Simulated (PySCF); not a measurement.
C2H6AuClS, triplet, at the geometry of the source list (the multiplicity is a formal guess) (core potentials on Au); DF-MN15/def2-SV(P) in PySCF.

Here is a job for PySCF.
```python
from pyscf import gto, scf, dft

mol = gto.Mole()
mol.atom = '''
    Au    1.61860000   -1.58070000    0.01030000
    Cl    3.69980000   -2.33190000    0.39400000
    C    -0.21670000    0.79500000   -1.33070000
    S    -0.54120000   -0.71430000   -0.36290000
    C    -0.95800000    0.05260000    1.23660000
    H     0.54380000    1.39440000   -0.84120000
    H    -1.14600000    1.34890000   -1.42720000
    H     0.13020000    0.47760000   -2.30840000
    H    -0.14980000    0.69980000    1.56060000
    H    -1.09920000   -0.75350000    1.94880000
    H    -1.88160000    0.61220000    1.12010000
'''
mol.basis = 'def2-sv(p)'
mol.ecp = {'Au': 'def2-sv(p)'}
mol.spin = 2
mol.verbose = 4
mol.build()

mf = dft.UKS(mol)
mf.xc = 'mn15'
mf = mf.density_fit(auxbasis='def2-universal-jkfit')
mf.kernel()
mf.analyze()
```

Output, abridged:

```
PySCF version 2.14.0

[INPUT] verbose = 4
[INPUT] num. atoms = 11
[INPUT] num. electrons = 70
[INPUT] charge = 0
[INPUT] spin (= nelec alpha-beta = 2S) = 2
[INPUT] symmetry False subgroup None
[INPUT] Mole.unit = angstrom
[INPUT] Symbol           X                Y                Z      unit          X                Y                Z       unit  Magmom
[...]
nuclear repulsion = 369.763880926599
number of shells = 51
number of NR pGTOs = 194
number of NR cGTOs = 101
basis = def2-sv(p)
ecp = {'Au': 'def2-sv(p)'}

******** <class 'pyscf.df.df_jk.DFUKS'> ********
method = DFUKS
initial guess = minao
damping factor = 0
level_shift factor = 0
DIIS = <class 'pyscf.scf.diis.CDIIS'>
diis_start_cycle = 1
diis_space = 8
diis_damp = 0
SCF conv_tol = 1e-09
SCF conv_tol_grad = None
SCF max_cycles = 50
direct_scf = False
number electrons alpha = 36  beta = 34
XC library pyscf.dft.libxc version 7.1.2
    S. Lehtola, C. Steigemann, M. J. T. Oliveira, and M. A. L. Marques,  SoftwareX 7, 1–5 (2018)
XC functionals = mn15
    H. S. Yu, X. He, S. L. Li, and D. G. Truhlar,  Chem. Sci. 7, 5032–5051 (2016)
    H. S. Yu, X. He, S. L. Li, and D. G. Truhlar,  Chem. Sci. 7, 5032–5051 (2016)
radial grids:
    Treutler-Ahlrichs [JCP 102, 346 (1995); DOI:10.1063/1.469408] (M4) radial grids

becke partition: Becke, JCP 88, 2547 (1988); DOI:10.1063/1.454033
pruning grids: <function nwchem_prune>
grids dens level: 3
symmetrized grids: False
atomic radii adjust function: <function treutler_atomic_radii_adjust>
small_rho_cutoff = 0
Set gradient conv threshold to 3.16228e-05
tot grids = 149152
******** <class 'pyscf.df.df.DF'> ********
auxbasis = def2-universal-jkfit
init E= -1061.60412171457

cycle= 1 E= -1071.50975445999  delta_E= -9.91  |g|= 1.44  |ddm|= 7.38
cycle= 2 E= -1043.83136158228  delta_E= 27.7  |g|= 4.41  |ddm|= 19.7

cycle= 3 E= -1072.42625021682  delta_E= -28.6  |g|= 0.728  |ddm|= 19.4

cycle= 4 E= -1072.78248280652  delta_E= -0.356  |g|= 0.358  |ddm|= 1.51

cycle= 5 E= -1072.82621384939  delta_E= -0.0437  |g|= 0.265  |ddm|= 0.993

cycle= 6 E= -1072.85843633342  delta_E= -0.0322  |g|= 0.12  |ddm|= 0.441

cycle= 7 E= -1072.86702124737  delta_E= -0.00858  |g|= 0.0604  |ddm|= 0.203

cycle= 8 E= -1072.87048373373  delta_E= -0.00346  |g|= 0.0372  |ddm|= 0.216

cycle= 9 E= -1072.87219523  delta_E= -0.00171  |g|= 0.00763  |ddm|= 0.177

cycle= 10 E= -1072.87248510837  delta_E= -0.00029  |g|= 0.00578  |ddm|= 0.0751

[...]
converged SCF energy = -1072.8726378541  <S^2> = 2.0037621  2S+1 = 3.002507
Total Energy =                       -1072.872637854099821
[...]
spin_pop of  1 Cl 3py       0.44170
spin_pop of  1 Cl 3pz       0.05696
spin_pop of  1 Cl 4px       0.00037
spin_pop of  1 Cl 4py       0.00254
spin_pop of  1 Cl 4pz       0.00030
spin_pop of  1 Cl 3dxy      0.00247
spin_pop of  1 Cl 3dyz      0.00010
spin_pop of  1 Cl 3dz^2     0.00122
spin_pop of  1 Cl 3dxz      0.00030
spin_pop of  1 Cl 3dx2-y2    0.00256
spin_pop of  2 C 1s        0.00000
spin_pop of  2 C 2s        0.00200
spin_pop of  2 C 3s        0.00019
spin_pop of  2 C 2px       0.00039
spin_pop of  2 C 2py       0.00263
spin_pop of  2 C 2pz      -0.00095
spin_pop of  2 C 3px       0.00096
spin_pop of  2 C 3py       0.00191
spin_pop of  2 C 3pz       0.00008
spin_pop of  2 C 3dxy      0.00011
spin_pop of  2 C 3dyz      0.00009
spin_pop of  2 C 3dz^2     0.00003
spin_pop of  2 C 3dxz      0.00013
spin_pop of  2 C 3dx2-y2    0.00024
spin_pop of  3 S 1s        0.00000
spin_pop of  3 S 2s        0.00003
spin_pop of  3 S 3s        0.02700
spin_pop of  3 S 4s        0.00221
spin_pop of  3 S 2px       0.00001
spin_pop of  3 S 2py       0.00000
spin_pop of  3 S 2pz       0.00000
spin_pop of  3 S 3px       0.12322
spin_pop of  3 S 3py       0.01905
spin_pop of  3 S 3pz       0.00897
spin_pop of  3 S 4px       0.00025
spin_pop of  3 S 4py       0.00733
spin_pop of  3 S 4pz       0.00077
spin_pop of  3 S 3dxy      0.00773
spin_pop of  3 S 3dyz      0.00025
spin_pop of  3 S 3dz^2     0.00285
spin_pop of  3 S 3dxz      0.00104
spin_pop of  3 S 3dx2-y2    0.00536
spin_pop of  4 C 1s        0.00000
spin_pop of  4 C 2s        0.00202
spin_pop of  4 C 3s        0.00016
spin_pop of  4 C 2px      -0.00127
spin_pop of  4 C 2py       0.00047
spin_pop of  4 C 2pz       0.00287
spin_pop of  4 C 3px       0.00085
spin_pop of  4 C 3py       0.00124
spin_pop of  4 C 3pz       0.00062
spin_pop of  4 C 3dxy      0.00004
spin_pop of  4 C 3dyz      0.00008
spin_pop of  4 C 3dz^2     0.00013
spin_pop of  4 C 3dxz      0.00035
spin_pop of  4 C 3dx2-y2    0.00000
spin_pop of  5 H 1s        0.00913
spin_pop of  5 H 2s        0.00350
spin_pop of  6 H 1s       -0.00038
spin_pop of  6 H 2s        0.00039
spin_pop of  7 H 1s        0.00209
spin_pop of  7 H 2s        0.00021
spin_pop of  8 H 1s        0.00911
spin_pop of  8 H 2s        0.00312
spin_pop of  9 H 1s        0.00209
spin_pop of  9 H 2s        0.00022
spin_pop of  10 H 1s       -0.00038
spin_pop of  10 H 2s        0.00038
In total            36.00000 | 34.00000
Dipole moment(X, Y, Z, Debye): -3.49419,  2.73953, -0.21760
```
